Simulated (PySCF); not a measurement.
PySCF 2.14 output of an unrestricted HSE06 calculation on a single atom or ion in dyall-av3z (19s12p3d2f, 84 functions), with the spin-free X2C one-electron Hamiltonian (Gaussian nucleus):

```
SCF conv_tol = 1e-09
number electrons alpha = 6  beta = 5
    J. Heyd, G. E. Scuseria, and M. Ernzerhof.,  J. Chem. Phys. 118, 8207 (2003)
    J. Heyd, G. E. Scuseria, and M. Ernzerhof.,  J. Chem. Phys. 124, 219906 (2006)
    A. V. Krukau, O. A. Vydrov, A. F. Izmaylov, and G. E. Scuseria.,  J. Chem. Phys. 125, 224106 (2006)
cycle= 1 E= -287.756405959548  delta_E= -0.00425  |g|= 0.0126  |ddm|= 0.079
cycle= 2 E= -287.756420111022  delta_E= -1.42e-05  |g|= 0.00507  |ddm|= 0.0117
cycle= 3 E= -287.756422139753  delta_E= -2.03e-06  |g|= 0.000471  |ddm|= 0.000631
cycle= 4 E= -287.756422156268  delta_E= -1.65e-08  |g|= 2.24e-05  |ddm|= 0.000268
cycle= 5 E= -287.756422156322  delta_E= -5.34e-11  |g|= 9.98e-07  |ddm|= 1.95e-05
converged SCF energy = -287.756422156322  <S^2> = 0.75002873  2S+1 = 2.0000287
```

The run itself started from symmetry-adapted Hartree-Fock orbitals and held the occupation by maximum overlap, on a logarithmic radial grid, so the iterations belong to that start.

**Question.** Which element, charge and spin multiplicity is this?

**Answer.** Si³⁺ (silicon, charge +3), multiplicity 2; the state was [Ne] 3s1, 2S determinant.
